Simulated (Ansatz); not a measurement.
Reactions of C₂H₂ClFOTi, SMILES `C#[C][Ti]([OH])([F])[Cl]`.

Gas-phase electronic energies from Ansatz, PBE0-D4/def2-TZVP geometries. CCSD(T)/CBS is the MP2 limit (def2-TZVPP, def2-QZVPP) plus CCSD(T) − MP2 in def2-TZVPP, frozen cores. This one scheme is used for every species. def2 core potentials past Kr. For Ga, Ge, I, Mg, Se, Ti outer-core shells are correlated without core-valence functions, which leaves a few kJ/mol of doubt a bond. Scalar relativity is left out up to krypton. Each species was taken in one conformer, which may not be the lowest.

```
                                                                                                     reaction  MP2/CBS(def2) (kJ/mol)
                                       `C#[C][Ti]([OH])([F])[Cl]` + HI → `[OH][Ti]([F])([Cl])[I]` + acetylene                    -134
              `C#[C][Ti]([OH])([F])[Cl]` + `C[CH](C)[Mg][F]` → `C#[C][Ti]([F])([F])[Cl]` + `C[CH](C)[Mg][OH]`                      31
`C#[C][Ti]([OH])([F])[Cl]` + `[F][Ge]([F])([F])[SeH]` → `[OH][Ti]([F])([Cl])[SeH]` + `C#[C][Ge]([F])([F])[F]`                     -45
      `C#[C][Ti]([OH])([F])[Cl]` + `C[O][Ga]([OH])[Cl]` → `[CH3][Ti]([OH])([F])[Cl]` + `C#C[O][Ga]([OH])[Cl]`                      32
                               `C#[C][Ti]([OH])([F])[Cl]` + `CC(O)S` → `[OH][Ti]([F])([SH])[Cl]` + `C#CC(C)O`                    -104
                                   `C#[C][Ti]([OH])([F])[Cl]` + H₂Se → `[OH][Ti]([F])([Cl])[SeH]` + acetylene                     -89
                                           `C#[C][Ti]([OH])([F])[Cl]` + H–F → `C#[C][Ti]([OH])([F])[F]` + HCl                      -2
                                     `C#[C][Ti]([OH])([F])[Cl]` + H₂S → `[OH][Ti]([F])([SH])[Cl]` + acetylene                     -76
                `C#[C][Ti]([OH])([F])[Cl]` + `N=C=C(F)[SiH3]` → `C#[C][Ti]([OH])([F])[F]` + `N=C=C([SiH3])Cl`                     -75
                                     `C#[C][Ti]([OH])([F])[Cl]` + HCl → `[OH][Ti]([F])([Cl])[Cl]` + acetylene                    -126
```

Give the CCSD(T)/CBS values in the same order. (Estimate.)

Ansatz gave: -118, 29, -38, 33, -96, -79, -12, -69, -68, -120 kJ/mol.

Largest T1 diagnostic: 0.025, for `[OH][Ti]([F])([SH])[Cl]`, so its coupled-cluster energy is less sure.
